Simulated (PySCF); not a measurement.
Compound: AlEt2(OMe), C₅H₁₃AlO.
Geometry (PBE0-D3(BJ)/def2-SVP, Å), atoms numbered from 1 in this order:
```
atom  x, y, z in Å
Al1    0.0377    0.3493   -0.1147
C2     1.9744    0.0744   -0.3057
C3     2.5322   -1.2925    0.0914
H4     2.4871    0.8786    0.2556
H5     2.2197    0.2933   -1.3636
H6     3.6176   -1.3738   -0.0869
H7     2.3675   -1.5063    1.1601
H8     2.0525   -2.1112   -0.4695
C9    -0.8259    2.0794   -0.4294
C10   -2.3368    2.1462   -0.2139
H11   -0.5690    2.3867   -1.4619
H12   -0.3104    2.8267    0.2043
H13   -2.7471    3.1485   -0.4230
H14   -2.8719    1.4325   -0.8597
H15   -2.6111    1.8917    0.8220
O16   -0.9956   -0.9349    0.3140
C17   -1.0262   -2.2720    0.6675
H18   -0.2437   -2.5382    1.4034
H19   -0.8865   -2.9346   -0.2076
H20   -2.0018   -2.5298    1.1168
```

Jobs on this species (20 atoms, 64 electrons) with PySCF (density fitting). Hardware of each: an Arm Neoverse V1 with one thread (shared host). The host was shared with other jobs, so the times are rough. Peak memory is the resident size of the whole Python process, interpreter and libraries included.

```
                                                             level and settings                                                                                                   work  basis functions  SCF cycles  wall time  peak memory
                                                  PBE/pcSseg-1 (pcSseg-2 on Al)                                                                                             shieldings              210           ?          ?            ?
                                                B3LYP/pcSseg-1 (pcSseg-2 on Al)                                                                                             shieldings              210          13       29 s      1.1 GiB
                                                            CAM-B3LYP/def2-SVPD  15 singlets by full TDDFT, 4 Tamm–Dancoff triplets, polarisability, density and orbital grids written              251          12       93 s      1.1 GiB
                                                 PBE0/pcSseg-1 (pcSseg-2 on Al)                             shieldings, charges and field gradients, density and orbital grids written              210          12       41 s      1.1 GiB
                                             PBE0-D3(BJ)/def2-SVP, grid level 1                                           geometry optimisation from a GFN2-xTB start shaken at random              167         112    3.7 min     0.65 GiB
delta-SCF UKS SCAN, pcX-2 on the ionised atom, pcseg-1 elsewhere, spin-free X2C                                                                          ΔSCF core ionisation, 6 holes              209          92       73 s     0.82 GiB
```

Question: Fill in the missing figures.

Answer: 
- PBE/pcSseg-1 (pcSseg-2 on Al); shieldings: 44 s, 0.97 GiB, 15 SCF cycles

Question: What do all jobs in the table cost together?

Answer: About 8.4 min; the longest takes about 44 % of that, and about 7.7 times as long as the shortest.
